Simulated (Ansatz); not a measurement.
Gas-phase electronic energies from Ansatz, PBE0-D4/def2-TZVP geometries. CCSD(T)/CBS is the MP2 limit (def2-TZVPP, def2-QZVPP) plus CCSD(T) − MP2 in def2-TZVPP, frozen cores. DFT in def2-TZVPP. Elements past krypton have def2 core potentials. For I outer-core shells are correlated without core-valence functions, which leaves a few kJ/mol of doubt a bond. One conformer a species, not always the lowest.

Consider the formal exchange of groups at the Si–C bond: `C[SiH2]C(N)=O` + `ClCI` → `NC(=O)[SiH2]CCl` + `CI`.

(1) Is it downhill or uphill in electronic energy at CCSD(T)/CBS, and by how much? (An estimate is asked.)

(2) What do these levels give: PBE0-D4, ωB97X-V, ωB97M-V, B2PLYP, PBE, PBE0, MP2/def2-TZVPP, SCS-MP2/def2-TZVPP, CCSD/def2-TZVPP, HF/def2-QZVPP, MP2/CBS(def2), CCSD/CBS(def2)? (Best estimate.)

Largest T1 diagnostic among the species: 0.015.

Results:

(1) Computed: Nearly level: ΔE = -0.02 eV.

(2) The calculation gave: PBE0-D4 -0.01, ωB97X-V -0.03, ωB97M-V -0.02, B2PLYP -0.02, PBE 0.02, PBE0 -0.01, MP2/def2-TZVPP 0.00, SCS-MP2/def2-TZVPP -0.02, CCSD/def2-TZVPP -0.04, HF/def2-QZVPP -0.10, MP2/CBS(def2) 0.01, CCSD/CBS(def2) -0.03 eV.

In def2-TZVPP, CCSD(T) changes the Hartree–Fock value by +0.07 eV (the triples alone add +0.01 eV) and MP2 by +0.10 eV.
